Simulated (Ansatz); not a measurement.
`C=C([SiH3])[NH][AlH2]` → Al• + 2 C• + 8 H• + N• + Si•  (atomization)

Isolated molecules relaxed with PBE0-D4/def2-TZVP in Ansatz; ΔE leaves out vibrations. CCSD(T)/CBS adds triple-zeta CCSD(T) − MP2 to the extrapolated MP2 energy (def2 sets, frozen cores). This one scheme is used for every species, atoms too. DFT in def2-TZVPP. No spin–orbit coupling; open shells (•) take unrestricted orbitals. Spin–orbit coupling would lower the free atoms: a little for Al, C, Si. Each species was taken in one conformer, which may not be the lowest.

`C=C([SiH3])[NH][AlH2]`:

Z-matrix (Å, degrees):
```
Si
C 1 1.879
H 1 1.488 2 111.0
H 1 1.484 2 107.7 3 -120.0
H 1 1.488 2 111.0 3 120.0
N 2 1.392 1 119.7 3 -60.0
C 2 1.341 1 117.4 3 120.0
Al 6 1.787 2 132.1 1 -0.0
H 6 1.015 2 111.3 1 180.0
H 7 1.081 2 121.3 1 0.0
H 7 1.088 2 121.7 1 -180.0
H 8 1.580 6 115.3 2 -180.0
H 8 1.578 6 118.3 2 0.0
```

| level | ΔE (kcal/mol) | difference from CCSD(T)/CBS |
| --- | --- | --- |
| PBE-D4 | 1082.9 | 11.9 |
| r2SCAN-D4 | 1071.5 | 0.5 |
| ωB97X-V | 1076.3 | 5.3 |
| r2SCAN | 1069.6 | -1.4 |
| HF/def2-TZVPP | 783.3 | -287.7 |
| MP2/def2-TZVPP | 1050.6 | -20.4 |
| SCS-MP2/def2-TZVPP | 1054.3 | -16.7 |
| CCSD(T)/def2-TZVPP | 1042.6 | -28.4 |
| MP2/def2-QZVPP | 1067.6 | -3.4 |
| MP2/CBS(def2) | 1079.0 | 8.0 |
| CCSD(T)/CBS | 1071.0 | 0 |

Largest T1 diagnostic among the species: 0.018.

From PBE to PBE0 (25 % exact exchange), in def2-TZVPP and without D4, ΔE moves by −13.7 kcal/mol: exact exchange takes away binding that semilocal exchange gives to molecules. The D4 term adds +11.8 kcal/mol with B3LYP and +6.2 kcal/mol with PBE0; it sums over pairs of atoms, weighted by their polarisabilities, and B3LYP, whose exchange is more repulsive, gets the larger term.

B3LYP here is the variant with VWN-RPA as its local correlation; programs differ in this.

For atomizations the MP2-based limit and the directly extrapolated one differ by several kJ/mol either way, and by 10 to 25 for some Ge, Se and Sn compounds, so smaller differences from it don't rank the levels.
